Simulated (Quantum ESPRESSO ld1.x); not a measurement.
Yb2+, configuration [Xe] 4f14. Calculated with ld1.x of Quantum ESPRESSO 7.5: Dirac Kohn-Sham, HCTH/120, spin-unpolarised, spherical densities, point nucleus.

Unscreened Slater integrals over Kohn-Sham orbitals (hartree). Large and small components are both included. Empty in this configuration: 6s1/2.

integral            value
F0(4f7/2,4f7/2)    1.2163
F2(4f7/2,4f7/2)   0.56102
F4(4f7/2,4f7/2)   0.34890
F6(4f7/2,4f7/2)   0.25017
F0(4f7/2,4f5/2)    1.2298
F2(4f7/2,4f5/2)   0.56825
F4(4f7/2,4f5/2)   0.35357
G2(4f7/2,4f5/2)   0.56657
G4(4f7/2,4f5/2)   0.35258
G6(4f7/2,4f5/2)   0.25287
F0(4f7/2,5p3/2)   0.73934
F2(4f7/2,5p3/2)   0.24351
G2(4f7/2,5p3/2)   0.12935
G4(4f7/2,5p3/2)  0.098074
F0(4f7/2,5p1/2)   0.78870
G4(4f7/2,5p1/2)   0.11632
F0(4f7/2,6s1/2)   0.36163
G3(4f7/2,6s1/2)  0.014618
F0(4f5/2,4f5/2)    1.2437
F2(4f5/2,4f5/2)   0.57578
F4(4f5/2,4f5/2)   0.35846
F0(4f5/2,5p3/2)   0.74276
F2(4f5/2,5p3/2)   0.24096
G2(4f5/2,5p3/2)   0.12496
G4(4f5/2,5p3/2)  0.095292
F0(4f5/2,5p1/2)   0.79276
G2(4f5/2,5p1/2)   0.15061
F0(4f5/2,6s1/2)   0.36219
G3(4f5/2,6s1/2)  0.013995
F0(5p3/2,5p3/2)   0.61333
F2(5p3/2,5p3/2)   0.32863
F0(5p3/2,5p1/2)   0.63680
G2(5p3/2,5p1/2)   0.33596
F0(5p3/2,6s1/2)   0.34229
G1(5p3/2,6s1/2)  0.032356
F0(5p1/2,5p1/2)   0.66404
F0(5p1/2,6s1/2)   0.34550
G1(5p1/2,6s1/2)  0.025619
F0(6s1/2,6s1/2)   0.27918
